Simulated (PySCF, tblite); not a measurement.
Isomers of C6H12O2Si2. Calculated harmonic vibrations of the isolated species, GFN2-xTB (tblite), most abundant isotopes, no scaling. This tight-binding method is rough: wavenumbers can miss measured ones by several per cent, in bad cases by 10 to 20. Modes of hydrogen on silicon can be 10 to 20 % off. One conformer each.

Electronic energies: PBE0/pcSseg-1 single points on the GFN2-xTB geometries (PySCF, gas phase).

```
                                   SMILES  electronic energy, lowest = 0 (kJ/mol)
C[C@@H]1C(=O)C[C@H]2[SiH2]O[SiH2][C@@H]12                                     0.0
                   COC[SiH2][SiH2]c1ccco1                                   343.2
              C=C1CO[Si@@]1(O[SiH3])C1CC1                                   102.3
             C=C(C)[Si@@]1(O[SiH3])OCC1=C                                    87.4
```

Q: How do GFN2-xTB zero-point energies change the relative energies?

A: 
```csv
SMILES,ZPE (kJ/mol),of it from modes above 1550 cm⁻¹,electronic (kJ/mol),"with ZPE, lowest = 0 (kJ/mol)",lowest mode (cm⁻¹),rings
C[C@@H]1C(=O)C[C@H]2[SiH2]O[SiH2][C@@H]12,431.5,208.3,0.0,0.0,51,2
C=C(C)[Si@@]1(O[SiH3])OCC1=C,422.5,224.6,87.4,78.5,14i,1
C=C1CO[Si@@]1(O[SiH3])C1CC1,427.9,215.4,102.3,98.8,11i,2
COC[SiH2][SiH2]c1ccco1,417.7,205.7,343.2,329.5,5,1
```

The zero-point energies span 13.8 kJ/mol, from `COC[SiH2][SiH2]c1ccco1` to `C[C@@H]1C(=O)C[C@H]2[SiH2]O[SiH2][C@@H]12`. Slightly imaginary modes are left out of the zero-point energy: `C=C(C)[Si@@]1(O[SiH3])OCC1=C` 13.5i cm⁻¹ and `C=C1CO[Si@@]1(O[SiH3])C1CC1` 10.5i cm⁻¹. The order is unchanged.

Q: And how do the electronic energies of GFN2-xTB itself compare?

A: `C[C@@H]1C(=O)C[C@H]2[SiH2]O[SiH2][C@@H]12` 0.0; `C=C(C)[Si@@]1(O[SiH3])OCC1=C` 135.1; `C=C1CO[Si@@]1(O[SiH3])C1CC1` 117.1; `COC[SiH2][SiH2]c1ccco1` 400.4 kJ/mol, lowest = 0. Against the energies above, taken from the same isomer `C[C@@H]1C(=O)C[C@H]2[SiH2]O[SiH2][C@@H]12`, the largest difference is 57.2 kJ/mol.
